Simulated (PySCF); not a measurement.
Compound: C₄H₅BCl₂.
Cartesian coordinates in Å at the PBE0-D3(BJ)/def2-SVP level; atoms count from 1:
```
atom  x, y, z in Å
C1    -2.232    0.177   -0.861
C2    -0.946    0.338   -0.508
C3    -0.250   -0.644    0.299
C4     1.040   -0.639    0.724
B5     2.165    0.384    0.500
Cl6    3.770   -0.005    1.111
Cl7    1.996    1.933   -0.322
H8    -2.754    0.917   -1.472
H9    -2.802   -0.704   -0.548
H10   -0.399    1.226   -0.832
H11   -0.869   -1.503    0.589
H12    1.339   -1.510    1.320
```

Jobs on this species (12 atoms, 68 electrons) with PySCF (density fitting). Hardware of each: one thread, Intel Xeon 6975P-C (x86_64) (shared host). The host was shared with other jobs, so the times are rough. Peak memory is the resident size of the whole Python process, interpreter and libraries included.

```csv
level and settings,work,basis functions,SCF cycles,wall time,peak memory
"delta-SCF UKS SCAN, pcX-1 on the ionised atom, pcseg-1 elsewhere, spin-free X2C","ΔSCF core ionisation, 7 holes",153,?,?,?
"delta-SCF UKS PBE, pcX-2 on the ionised atom, pcseg-1 elsewhere, spin-free X2C","ΔSCF core ionisation, 7 holes",173,?,?,?
"delta-SCF UKS SCAN, def2-TZVP on the ionised atom, pcseg-1 elsewhere, spin-free X2C","ΔSCF core ionisation, 7 holes",150,?,?,?
"PBE0-D3(BJ)/def2-SVP, grid level 1",geometry optimisation from a GFN2-xTB start shaken at random,131,71,46 s,0.55 GiB
"delta-SCF UKS SCAN, pcX-2 on the ionised atom, pcseg-1 elsewhere, non-relativistic","ΔSCF core ionisation, 7 holes",173,147,33 s,0.66 GiB
"delta-SCF UKS SCAN, pcX-2 on the ionised atom, pcseg-1 elsewhere, spin-free X2C","ΔSCF core ionisation, 7 holes",173,148,34 s,0.74 GiB
"delta-SCF UKS PBE0, pcX-2 on the ionised atom, pcseg-1 elsewhere, spin-free X2C","ΔSCF core ionisation, 7 holes",173,116,47 s,0.76 GiB
```

Fill in the missing figures.

- delta-SCF UKS SCAN, pcX-1 on the ionised atom, pcseg-1 elsewhere, spin-free X2C; ΔSCF core ionisation, 7 holes: 28 s, 0.58 GiB, 142 SCF cycles
- delta-SCF UKS PBE, pcX-2 on the ionised atom, pcseg-1 elsewhere, spin-free X2C; ΔSCF core ionisation, 7 holes: 21 s, 0.73 GiB, 126 SCF cycles
- delta-SCF UKS SCAN, def2-TZVP on the ionised atom, pcseg-1 elsewhere, spin-free X2C; ΔSCF core ionisation, 7 holes: 33 s, 0.58 GiB, 151 SCF cycles

What do all jobs in the table cost together?

About 4.0 min; the longest takes about 19 % of that, and about 2.2 times as long as the shortest.
